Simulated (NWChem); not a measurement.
Molecule: BAsH4O; SMILES OB[AsH2]

```xyz
7

B     -0.5838     1.1926    -0.0062
As     0.0257    -0.7798    -0.0509
H     -0.7551    -1.1461     1.2132
H      1.3386    -0.5599     0.7172
H     -1.7519     1.4448    -0.0502
O      0.2557     2.2526    -0.0251
H      1.1929     2.0110     0.0304
```
Atoms are numbered in this order, from 1.

Program: NWChem. Pople sets run with spherical d functions. Coordinates come from a B3LYP/6-31G* (spherical d) optimisation. Ions are spin-unrestricted doublets at the neutral geometry; other ion states weren't tried. Functional: LC-ωPBE (HJS hole) with 6-31G*; rows give the range parameter ω in 1/bohr.

For range parameter (1/bohr) 0.05:

| Quantity | Result |
|---|---|
| −ε(HOMO) (eV) | 6.72 |

What are these values for range parameter (1/bohr) 0.10?


| Quantity | Result |
|---|---|
| −ε(HOMO) (eV) | 7.42 |
